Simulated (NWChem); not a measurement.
All runs are NWChem calculations. System: F3Si, charge 0, spin multiplicity 2, at a geometry optimised with UPBE/def2-SVP. The structure started from a generated list of species. Its SCF solution wasn't tested for a lower state. Level: G0W0@UB3LYP/def2-TZVP, RI basis def2-tzvp-rifit, VWN1-RPA local correlation.

Job file:

```
start mol
memory heap 200 mb stack 700 mb global 1700 mb
geometry units angstroms nocenter noautoz
  F      0.758420    -0.201307     1.314369
  Si     0.000827     0.385081     0.000000
  F      0.758420    -0.201307    -1.314369
  F     -1.518127    -0.196401     0.000000
  symmetry group Cs
end
basis spherical
  * library def2-tzvp
end
basis "ri basis" bse spherical
  * library def2-tzvp-rifit
end
dft
  xc b3lyp
  odft
  mult 2
  iterations 100
  direct
  tolerances tight
end
task dft energy
gw
  states alpha occ 4 vir 2
  states beta occ 4 vir 2
end
task dft gw
```

NWChem printed:

```
             Northwest Computational Chemistry Package (NWChem) 7.3.0
             --------------------------------------------------------

                                NWChem Input Module
                                -------------------

 Scaling coordinates for geometry "geometry" by  1.889725989
 (inverse scale =  0.529177249)

 Turning off AUTOSYM since
 SYMMETRY directive was detected!

                             Geometry "geometry" -> ""
                             -------------------------

 Output coordinates in angstroms (scale by  1.889725989 to convert to a.u.)

  No.       Tag          Charge          X              Y              Z
 ---- ---------------- ---------- -------------- -------------- --------------
    1 F                    9.0000     0.75842000    -0.20130700     1.31436900
    2 Si                  14.0000     0.00082700     0.38508100     0.00000000
    3 F                    9.0000     0.75842000    -0.20130700    -1.31436900
    4 F                    9.0000    -1.51812700    -0.19640100     0.00000000

 Effective nuclear repulsion energy (a.u.)     171.9016824100

            Nuclear Dipole moment (a.u.)
            ----------------------------
        X                 Y               Z
 ---------------- ---------------- ----------------
    -0.0000094486    -0.0000018897     0.0000000000

      Symmetry information
      --------------------

 Group name             Cs
 Group number              2
 Group order               2
 No. of unique centers     3

      Symmetry unique atoms

     1    2    4


 Summary of "ao basis" -> "" (spherical)
 ------------------------------------------------------------------------------
       Tag                 Description            Shells   Functions and Types
 ---------------- ------------------------------  ------  ---------------------
 *                         def2-tzvp                  on all atoms

 new library libraries.bse/

 Summary of "ri basis" -> "" (spherical)
 ------------------------------------------------------------------------------
       Tag                 Description            Shells   Functions and Types
 ---------------- ------------------------------  ------  ---------------------
 *                      def2-tzvp-rifit               on all atoms

                                 NWChem DFT Module
                                 -----------------

 Summary of "ao basis" -> "ao basis" (spherical)
 ------------------------------------------------------------------------------
       Tag                 Description            Shells   Functions and Types
 ---------------- ------------------------------  ------  ---------------------
 F                         def2-tzvp                11       31   5s3p2d1f
 Si                        def2-tzvp                13       37   5s5p2d1f

 Summary of "ao basis" -> "ao basis" (spherical)
 ------------------------------------------------------------------------------
       Tag                 Description            Shells   Functions and Types
 ---------------- ------------------------------  ------  ---------------------
 F                         def2-tzvp                11       31   5s3p2d1f
 Si                        def2-tzvp                13       37   5s5p2d1f

      Symmetry analysis of basis
      --------------------------

        a'         77
        a"         53

            General Information
            -------------------
          SCF calculation type: DFT
          Wavefunction type:  spin polarized.
          No. of atoms     :     4
          No. of electrons :    41
           Alpha electrons :    21
            Beta electrons :    20
          Charge           :     0
          Spin multiplicity:     2
          Use of symmetry is: on ; symmetry adaption is: on
          Maximum number of iterations: 100
          This is a Direct SCF calculation.
          AO basis - number of functions:   130
                     number of shells:    46
          Convergence on energy requested:  1.00D-06
          Convergence on density requested:  1.00D-05
          Convergence on gradient requested:  5.00D-04

              XC Information
              --------------
                         B3LYP Method XC Potential
                     Hartree-Fock (Exact) Exchange  0.200
                        Slater Exchange Functional  0.800 local
                    Becke 1988 Exchange Functional  0.720 non-local
              Lee-Yang-Parr Correlation Functional  0.810
                  VWN I RPA Correlation Functional  0.190 local

             Grid Information
             ----------------
          Grid used for XC integration:  medium
          Radial quadrature: Mura-Knowles
          Angular quadrature: Lebedev.
          Tag              B.-S. Rad. Rad. Pts. Rad. Cut. Ang. Pts.
          ---              ---------- --------- --------- ---------
          F                   0.50       49           7.0       434
          Si                  1.10       88           6.0       590
          Grid pruning is: on
          Number of quadrature shells:   186
          Spatial weights used:  Erf1

          Convergence Information
          -----------------------
          Convergence aids based upon iterative change in
          total energy or number of iterations.
          Levelshifting, if invoked, occurs when the
          HOMO/LUMO gap drops below (HL_TOL):  1.00D-02
          DIIS, if invoked, will attempt to extrapolate
          using up to (NFOCK): 10 stored Fock matrices.

                    Damping( 0%)  Levelshifting(0.5)       DIIS
[...]
   Bfn.  Coefficient  Atom+Function         Bfn.  Coefficient  Atom+Function
  ----- ------------  ---------------      ----- ------------  ---------------
   107      0.298436  4 F  pz                 6      0.258486  1 F  px
    74     -0.258486  3 F  px               110      0.240142  4 F  pz
     9      0.207997  1 F  px                77     -0.207997  3 F  px
   113      0.160835  4 F  pz                 8     -0.149254  1 F  pz
    76     -0.149254  3 F  pz                12      0.139306  1 F  px

 Vector   21  Occ=0.000000D+00  E=-1.540314D-01  Symmetry=a'
              MO Center=  2.0D-03,  9.4D-01,  6.7D-16, r^2= 2.1D+00
   Bfn.  Coefficient  Atom+Function         Bfn.  Coefficient  Atom+Function
  ----- ------------  ---------------      ----- ------------  ---------------
    36      0.785800  2 Si s                 35      0.416531  2 Si s
    34     -0.260289  2 Si s                 47      0.233540  2 Si py
    50      0.183388  2 Si py                 5     -0.148664  1 F  s
    73     -0.148664  3 F  s                104     -0.148666  4 F  s
    44      0.125019  2 Si py                 7     -0.121660  1 F  py

 Vector   22  Occ=0.000000D+00  E= 3.397598D-02  Symmetry=a'
              MO Center=  2.0D-01,  7.3D-01, -7.2D-10, r^2= 4.3D+00
   Bfn.  Coefficient  Atom+Function         Bfn.  Coefficient  Atom+Function
  ----- ------------  ---------------      ----- ------------  ---------------
    49      1.061977  2 Si px               104      0.357450  4 F  s
    46      0.227674  2 Si px                 5     -0.178734  1 F  s
    73     -0.178734  3 F  s                 43      0.135859  2 Si px
    57      0.125754  2 Si d -2              12     -0.125035  1 F  px
    80     -0.125035  3 F  px                37     -0.100693  2 Si px

 Vector   23  Occ=0.000000D+00  E= 3.397661D-02  Symmetry=a"
              MO Center= -2.0D-01,  7.3D-01,  7.2D-10, r^2= 4.3D+00
   Bfn.  Coefficient  Atom+Function         Bfn.  Coefficient  Atom+Function
  ----- ------------  ---------------      ----- ------------  ---------------
    51      1.061961  2 Si pz                 5     -0.309548  1 F  s
    73      0.309548  3 F  s                 48      0.227675  2 Si pz
   113     -0.172279  4 F  pz                45      0.135861  2 Si pz
   107     -0.136430  4 F  pz                58      0.126078  2 Si d -1
    39     -0.100695  2 Si pz               110     -0.099985  4 F  pz

   alpha - beta orbital overlaps
   -----------------------------

   alpha      1      2      3      4      5      6      7      8      9     10
    beta      1      2      3      4      5      8      6      7      9     10
 overlap   1.000  0.999  1.000  0.999  1.000  1.000  1.000  1.000  1.000  1.000

   alpha     11     12     13     14     15     16     17     18     19     20
    beta     11     12     13     14     15     16     17     18     19     20
 overlap   1.000  0.994  0.995  0.995  0.993  0.991  0.991  0.995  0.995  1.000

   alpha     21     22     23     24     25     26     27     28     29     30
    beta     21     22     23     24     25     26     27     28     29     31
 overlap   0.987  0.993  0.993  0.997  0.993  0.990  0.990  0.998  0.994  0.993

   alpha     31     32     33     34     35     36     37     38     39     40
    beta     30     32     33     34     35     36     37     38     39     40
 overlap   0.993  0.997  0.997  0.999  0.998  0.998  0.998  0.998  1.000  1.000

   alpha     41     42     43     44     45     46     47     48     49     50
    beta     41     42     45     43     44     47     48     46     49     50
 overlap   1.000  1.000  0.980  0.996  0.996  0.989  0.989  0.981  0.987  0.987

   alpha     51     52     53     54     55     56     57     58     59     60
    beta     51     53     54     52     55     56     57     58     60     59
 overlap   0.994  0.997  0.997  1.000  0.996  0.999  0.999  0.999  1.000  1.000

   alpha     61     62     63     64     65     66     67     68     69     70
    beta     61     62     63     64     65     66     67     68     69     70
 overlap   1.000  1.000  1.000  1.000  1.000  1.000  0.999  0.999  0.999  0.999

   alpha     71     72     73     74     75     76     77     78     79     80
    beta     71     72     73     74     75     76     77     78     79     80
 overlap   0.999  0.999  1.000  1.000  1.000  1.000  1.000  1.000  0.999  0.999

   alpha     81     82     83     84     85     86     87     88     89     90
    beta     81     82     83     84     85     86     87     88     89     90
 overlap   1.000  1.000  1.000  1.000  1.000  1.000  1.000  1.000  1.000  1.000

   alpha     91     92     93     94     95     96     97     98     99    100
    beta     91     92     93     94     95     97     98     96     99    100
 overlap   0.999  0.997  0.997  0.998  0.998  0.994  0.994  0.999  0.994  0.998

   alpha    101    102    103    104    105    106    107    108    109    110
    beta    101    102    103    104    106    105    107    108    109    110
 overlap   0.998  0.993  0.999  0.999  1.000  0.999  1.000  1.000  1.000  1.000

   alpha    111    112    113    114    115    116    117    118    119    120
    beta    111    112    113    114    115    116    117    118    119    120
 overlap   1.000  1.000  1.000  1.000  1.000  1.000  1.000  1.000  1.000  1.000

   alpha    121    122    123    124    125    126    127    128    129    130
    beta    121    122    123    124    125    126    127    128    129    130
 overlap   1.000  1.000  1.000  1.000  1.000  1.000  1.000  1.000  1.000  1.000

     --------------------------
     Expectation value of S2:
     --------------------------
      <S2> =      0.7511 (Exact =     0.7500)

 center of mass
 --------------
 x =  -0.00002922 y =  -0.01349801 z =   0.00000000

 moments of inertia (a.u.)
 ------------------
         257.326961365164           0.455940725019           0.000000000000
           0.455940725019         468.822114251593           0.000000000000
           0.000000000000           0.000000000000         257.325648620551

     Multipole analysis of the density
     ---------------------------------

     L   x y z        total         alpha         beta         nuclear
     -   - - -        -----         -----         ----         -------
     0   0 0 0     -0.000000    -21.000000    -20.000000     41.000000

     1   1 0 0      0.001197     -0.001401      0.002608     -0.000009
     1   0 1 0      0.556867     -0.652837      1.209706     -0.000002
     1   0 0 1      0.000000      0.000000      0.000000      0.000000

     2   2 0 0    -21.664040    -67.342235    -65.367664    111.045859
     2   1 1 0      0.006182      0.106749      0.114558     -0.215125
     2   1 0 1      0.000000     -0.000000      0.000000      0.000000
     2   0 2 0    -18.793507    -17.830309    -12.221423     11.258225
     2   0 1 1     -0.000000     -0.000000     -0.000000      0.000000
     2   0 0 2    -21.664044    -67.342546    -65.367977    111.046479

 Task  times  cpu:        5.7s     wall:        5.7s

                                NWChem Input Module
                                -------------------

                                 NWChem GW Module
                                 ----------------

                             ***********************
                             ***        GW       ***
                             ***********************

 Summary of "ri basis" -> "ri basis" (spherical)
 ------------------------------------------------------------------------------
       Tag                 Description            Shells   Functions and Types
 ---------------- ------------------------------  ------  ---------------------
 F                      def2-tzvp-rifit             22       76   8s6p4d3f1g
 Si                     def2-tzvp-rifit             29      113   9s7p6d5f2g

                 Memory Information
                 ------------------
          Available GA per process is          1699.7 MBs
          Available stack per process is        700.0 MBs
          Available heap per process is           0.0 MBs

          Peak memory in Initialization
              Peak GA per process is                 16.2 MBs
              Peak stack per process is               0.2 MBs
              Peak heap per process is               16.6 MBs
              Memory not in MA per process            0.0 MBs

          Peak memory in AFF Calculation
              Peak GA per process is                180.4 MBs
              Peak stack per process is             153.7 MBs
              Peak heap per process is                0.1 MBs
              Memory not in MA per process          153.7 MBs

          Computing 2-center integrals
          Computing Inverse Cholesky factor
          Computing 3-center integrals
          Computing V_xc ...

          Computing Sigma_x
          Computing RPA polarizability
          Solving quasiparticle equations

                  Alpha Orbitals
          State     Energy (eV)     Error (eV)
          -----------------------------------
@GW        18        -15.373           0.002
@GW        19        -15.372           0.002
@GW        20        -14.969           0.002
@GW        21        -10.643           0.002
@GW        22          2.718           0.005
@GW        23          2.721           0.002

                   Beta Orbitals
          State     Energy (eV)     Error (eV)
          -----------------------------------
@GW        17        -15.819           0.002
@GW        18        -15.265           0.002
@GW        19        -15.265           0.002
@GW        20        -14.902           0.002
@GW        21         -1.522           0.002
@GW        22          3.093           0.004

   Applying  -2.7513 eV scissor-shift to rest of particle states

   Applying   2.4131 eV scissor-shift to rest of hole states

   Applying  -2.9520 eV scissor-shift to rest of particle states

   Applying   2.6695 eV scissor-shift to rest of hole states

     GW Timing Statistics
   ------------------------
   Init.   :          0.0s
     ERIs  :          0.6s
     Distr.:          0.0s
     Vxc   :          0.7s
   Sigma_x :          0.0s
   RPA     :          9.0s
   Wmn     :          0.1s
   Sigma_c :          0.1s
   GW total:         10.5s

 Task  times  cpu:       10.5s     wall:       10.5s

 Total times  cpu:       16.3s     wall:       16.3s
```
